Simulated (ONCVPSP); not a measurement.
# What one change does to a pseudopotential (Te (Z = 52), ONCV)

Te (Z = 52), optimised norm-conserving Vanderbilt (ONCV), made with ONCVPSP 4.0.1 (PBE, scalar-relativistic). Core [Kr], reference 4d10 5s2 5p4. Waves: 5s: rc 1.80 bohr, ncon 4, nbas 8, qcut 3.1 1/bohr, 2 projectors, debl 1.6 Ha; 5p: rc 2.20 bohr, ncon 4, nbas 7, qcut 4.1 1/bohr, 2 projectors, debl 3.4 Ha; 4d: rc 1.00 bohr, ncon 4, nbas 9, qcut 8.5 1/bohr, 2 projectors, debl 0.5 Ha. Local part: polynomial inside 1.00 bohr (lpopt 5, dvloc0 0 Ha). Core correction: Teter function, fcfact 1.75, rcfact 1.65.

In the d channel the program set the typed energies aside and used -1.531, 0.250 Ha.

All-electron outer shells of the reference configuration (PBE, scalar-relativistic, ld1.x):

| shell | level (eV) | outermost node (bohr) | outermost maximum (bohr) |
| --- | --- | --- | --- |
| 4s | -164.39 | 0.38 | 0.70 |
| 4p | -114.41 | 0.38 | 0.74 |
| 4d | -41.65 | 0.36 | 0.81 |
| 5s | -15.11 | 0.91 | 1.80 |
| 5p | -5.95 | 1.00 | 2.17 |

Change: s: qcut 3.2; p: qcut 4.2; d: qcut 8.7.

Cutoffs: the cutoffs (Ha) at which the residual kinetic energy of the hardest occupied pseudo-wave falls to 1 and 0.1 mHa per electron; they do not see the model core or the augmentation charge, which bear on the density cutoff. Errors are all-electron minus pseudo energies relative to the spin-unpolarised reference configuration.

Problem. Predict the effect on cutoff, ghosts and configuration errors.

Solution. The potential gets softer (187 Ha and 303 Ha → 158 Ha and 298 Ha); both files keep a bound ghost (p, s); the errors of the 4 common tests hardly move.

```tsv
quantity	base	changed
cutoff, loose	187 Ha	158 Ha
cutoff, tight	303 Ha	298 Ha
loose cutoff by channel	s 27 Ha, p 7.0 Ha, d 187 Ha	s 24 Ha, p 7.1 Ha, d 158 Ha
bound ghosts	s, p	s, p
GHOST(+) flags under 300 eV	none	none
error for 4d10 5s2 5p3, meV [ΔE 9.73 eV]	-4.8	-4.1
error for 4d10 5s2 5p2, meV [ΔE 27.65 eV]	-14	-12
error for 4d10 5s2 5p1, meV [ΔE 54.55 eV]	-22	-19
error for 4d9 5s2 5p5, meV [ΔE 38.26 eV]	-346	-354
s: phases at 1.83 bohr within 0.05 rad from the reference energy up to (Ha; the scan ends near 5)	3.9	3.9
p: phases at 2.23 bohr within 0.05 rad from the reference energy up to (Ha; the scan ends near 5)	to the end of the scan	to the end of the scan
d: phases at 1.02 bohr within 0.05 rad from the reference energy up to (Ha; the scan ends near 5)	to the end of the scan	to the end of the scan
rms error of d²Exc/dni dnj with the model core, mHa	1.58	1.58
```

 A true bound ghost makes a file unfit for plane-wave use even where its test errors are small: the radial tests pick states by their node count and pass the ghost by.
